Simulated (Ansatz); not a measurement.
`F/C=[C](/[AlH2])[SiH3]` → `F/C=[CH]/[AlH2]` + `[SiH2]` at 400 K and 1 bar (silylene formation by 1,1-elimination).

Program: Ansatz. Geometries: PBE0-D4/def2-TZVP. ΔE: electronic, gas phase. CCSD(T)/CBS is the MP2 limit (def2-TZVPP, def2-QZVPP) plus CCSD(T) − MP2 in def2-TZVPP, frozen cores. This one scheme is used for every species. Double bonds are as drawn, so ΔE can hold a change between cis and trans.

```json
{"species": "`F/C=[C](/[AlH2])[SiH3]`", "CCSD(T)/CBS energy (Eh)": "-710.55754", "H − E (kJ/mol)": "203.4", "S (J/(mol·K))": "409.5"}
{"species": "`F/C=[CH]/[AlH2]`", "CCSD(T)/CBS energy (Eh)": "-420.27327", "H − E (kJ/mol)": "152.2", "S (J/(mol·K))": "335.2"}
{"species": "`[SiH2]`", "CCSD(T)/CBS energy (Eh)": "-290.19011", "H − E (kJ/mol)": "44.2", "S (J/(mol·K))": "218.1"}
```

H − E and S are ideal-gas, rigid-rotor, harmonic terms from PBE0-D4/def2-TZVP. 1 Eh = 2625.50 kJ/mol, R = 8.31446 J/(mol·K).

Task: By hand: ΔE, ΔH, ΔS and ΔG.

Result: ΔE = (-420.27327) + (-290.19011) − (-710.55754) = 0.09416 Eh = 247.2 kJ/mol. Δ(H − E) = 152.2 + 44.2 − 203.4 = -7.0, so ΔH = 240.2 kJ/mol. ΔS = 335.2 + 218.1 − 409.5 = 143.8 J/(mol·K). ΔG = 240.2 − 400 × (143.8)/1000 = 182.7 kJ/mol.

Task: By hand: the equilibrium constant, and the temperature at which ΔG would vanish if ΔH and ΔS stayed fixed.

Result: log₁₀ K = −ΔG/(RT ln 10) = -23.9. ΔG = 0 at ΔH/ΔS = 1670 K.

The number of gas molecules changes by +1, which sets the sign of ΔS. A doubt of 5 kJ/mol in ΔE shifts log₁₀ K by 0.7 here. Modes under 60 cm⁻¹, often nearly free rotors, make the harmonic entropy too high. These are equilibria of isolated gas molecules and say nothing of rates. Largest T1 diagnostic: 0.014 (customary marks: 0.02 for closed shells, 0.045 for open ones).
